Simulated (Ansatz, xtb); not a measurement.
**Two structures of B2F2H5P**

Structure X is `[BH3-][PH2+]B(F)F`, a singlet and structure Y is a singlet given by its coordinates. Both are isolated molecules in the gas phase, relaxed with B3LYP-D3(BJ)/def2-SVP; the shapes shown needn't be the lowest conformers.

X (Å):

```json
{"atom": "B", "x (Å)": "-2.2311", "y (Å)": "1.0591", "z (Å)": "0.5806"}
{"atom": "B", "x (Å)": "0.9480", "y (Å)": "0.3071", "z (Å)": "0.4310"}
{"atom": "F", "x (Å)": "1.1929", "y (Å)": "-0.9826", "z (Å)": "0.4021"}
{"atom": "F", "x (Å)": "1.7181", "y (Å)": "1.0875", "z (Å)": "1.1536"}
{"atom": "P", "x (Å)": "-0.5859", "y (Å)": "1.0373", "z (Å)": "-0.5084"}
{"atom": "H", "x (Å)": "-3.0772", "y (Å)": "1.5389", "z (Å)": "-0.1495"}
{"atom": "H", "x (Å)": "-1.9031", "y (Å)": "1.7530", "z (Å)": "1.5276"}
{"atom": "H", "x (Å)": "-2.3785", "y (Å)": "-0.1214", "z (Å)": "0.8467"}
{"atom": "H", "x (Å)": "-0.0986", "y (Å)": "2.2794", "z (Å)": "-0.9835"}
{"atom": "H", "x (Å)": "-0.6047", "y (Å)": "0.2846", "z (Å)": "-1.7080"}
```

Y (Å):

```yaml
atoms:
  - { symbol: B, position_ang: [2.6534, 0.8739, 0.2654] }
  - { symbol: B, position_ang: [-0.1394, -0.5459, -1.2765] }
  - { symbol: F, position_ang: [3.2543, 0.0845, 1.1300] }
  - { symbol: F, position_ang: [-0.4539, -0.9723, -2.5325] }
  - { symbol: P, position_ang: [1.9827, 0.1240, -1.3836] }
  - { symbol: H, position_ang: [2.4654, 2.0291, 0.5497] }
  - { symbol: H, position_ang: [2.9520, -0.8475, -1.7390] }
  - { symbol: H, position_ang: [2.2776, 1.1470, -2.3188] }
  - { symbol: H, position_ang: [-0.6045, 0.5251, -0.9273] }
  - { symbol: H, position_ang: [0.0368, -1.4055, -0.4308] }
```

Close contacts (Å): B1–F3 1.32, B1–P5 1.93, B2–F4 1.36, B2–P5 2.23, B1–H6 1.20, B2–H9 1.22, B2–H10 1.22, P5–H7 1.42, P5–H8 1.42.

Quicker runs give these differences E(Y) − E(X): GFN2-xTB +0.108 eV; HF/STO-3G +0.911 eV (at GFN2-xTB geometries); r2SCAN-D4/def2-SVP +0.888 eV (at GFN2-xTB geometries).

**Question.** Estimate E(Y) − E(X) at the level CCSD(T)/def2-SVP + ΔMP2/def2-TZVPP.

**Answer.** Calculated at CCSD(T)/def2-SVP + ΔMP2/def2-TZVPP: E(Y) − E(X) = +0.788 eV, so structure X lies lower.

The same difference at several levels:

```csv
level,geometry,E(Y) − E(X) (eV),departure from the last row (eV),"job, with rough time for the two"
GFN2-xTB,GFN2-xTB,+0.108,−0.679,"optimisation, 0.81 s"
HF/STO-3G,GFN2-xTB,+0.911,+0.124,"single point, 1.6 s"
r2SCAN-D4/def2-SVP,GFN2-xTB,+0.888,+0.100,"single point, 8.1 s"
B3LYP-D3(BJ)/def2-SVP,B3LYP-D3(BJ)/def2-SVP,+0.712,−0.076,"optimisation, 3.5 min"
HF/def2-SVP,B3LYP-D3(BJ)/def2-SVP,+0.583,−0.205,part of the CCSD(T) run
MP2/def2-SVP,B3LYP-D3(BJ)/def2-SVP,+0.804,+0.016,part of the CCSD(T) run
CCSD(T)/def2-SVP,B3LYP-D3(BJ)/def2-SVP,+0.755,−0.032,single point
CCSD(T)/def2-SVP + ΔMP2/def2-TZVPP,B3LYP-D3(BJ)/def2-SVP,+0.788,,"single point, 84 s"
```

None of the levels shown reverses the order. The largest departure from CCSD(T)/def2-SVP + ΔMP2/def2-TZVPP is that of GFN2-xTB, 0.679 eV. The last row adds to CCSD(T) the change of the MP2 difference between the two basis sets, here +0.032 eV.

With harmonic frequencies from B3LYP-D3(BJ)/def2-SVP (ideal gas, rigid rotor, one conformer each, 298.15 K, 1 atm): on the last row, ΔE + ΔZPE = +0.777 eV. A mode under 50 cm⁻¹ makes harmonic enthalpies and free energies unreliable, so none is given.

The correlated steps freeze 9 core orbitals. Programs: Ansatz 0.2.0, xtb 6.7.1; the last row on 2 threads of AMD EPYC (Zen 3) on a shared host.
